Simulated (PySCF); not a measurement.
C₂F₄, charge -1, doublet, at a GFN2-xTB geometry (a state made from the parent by changing its charge; the spin is typed, not shown lowest) (in this run its highest filled SCF level lies above zero, so its values depend strongly on the basis, on diffuse functions most of all). Base run: R2SCAN/3-21G in PySCF.

Geometry (Å):
```xyz
6

F     -1.4021    -0.3020     1.1370
C     -0.6744    -0.3386    -0.0406
F     -1.4733     0.4011    -0.9953
C      0.6988    -0.2798     0.0664
F      1.4253    -0.2842    -1.1125
F      1.4338     0.5974     0.9536
```
Charge -1, spin multiplicity 2.
Orbitals are unrestricted.
All else is at PySCF's defaults.
Base energy -472.66892 Eh.

The base run was repeated with changes; each row names its change, and settings that it needs were set with it.

```tsv
change	ΔE vs base (µEh)	grid points	electrons on the grid
base	0.0	85288	49.00000
grids.level = 7	7.5	528976	49.00000
grids.becke_scheme = stratmann	-14.5	85288	49.00001
grids.prune = dft.gen_grid.sg1_prune	-128	38072	48.99987
grids.level = 2	6.4	68832	49.00000
grids.atom_grid = (99, 590)	11.1	190408	49.00000
grids.level = 5	10.8	261472	49.00000
grids.radi_method = gauss_chebyshev	9.3	83344	49.00000
grids.radi_method = mura_knowles	8.1	81400	49.00000
grids.atom_grid = (50, 194)	-214	39432	49.00015
grids.atom_grid = (150, 974)	7.2	476040	49.00000
```

Open shells are given as the SCF converged; they aren't shown to be the lowest states, and a large step between rows can be another state.
